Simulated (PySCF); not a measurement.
**From computed data to an observable: chemical shift, span and skew from a shielding tensor**

Zn(NH2)(SeH) (H3NSeZn), SMILES [SeH][Zn][NH2]. Atoms are numbered in the order given.

```xyz
6

Zn    -0.0189     0.8539     0.0000
N      0.1197     2.6788     0.0000
H     -0.2457     3.1624    -0.8202
H     -0.2457     3.1624     0.8202
Se     0.0484    -1.4462     0.0000
H     -1.4275    -1.5221     0.0000
```

Geometry optimised at B3LYP-D3(BJ)/def2-SVP. The structure was generated by enumeration; whether it is a known compound was not checked. One conformer was computed; it need not be the lowest.

GIAO shieldings from PBE/pcSseg-1 (PySCF), non-relativistic, no solvent. The symmetric part of the tensor of N2 has the principal values 226.6, 242.5, 299.2 ppm. The same nucleus in NH3 has σ = 267.0 ppm at this level (PySCF, at its B3LYP-D3(BJ)/def2-TZVP geometry).

### Question
Work out the isotropic shielding, the ¹⁵N shift against NH3, the span and the skew.

### Answer

σ(iso) = (σ11 + σ22 + σ33)/3 = 256.1 ppm. δ = σ(ref) − σ(iso) = 267.0 − (256.1) = 10.9 ppm.
Span Ω = σ33 − σ11 = 72.6 ppm. Skew κ = 3(σ(iso) − σ22)/Ω = 0.56. Tumbling in solution averages the tensor to δ; in a static solid the shielding alone would spread this spin-1/2 line over Ω.
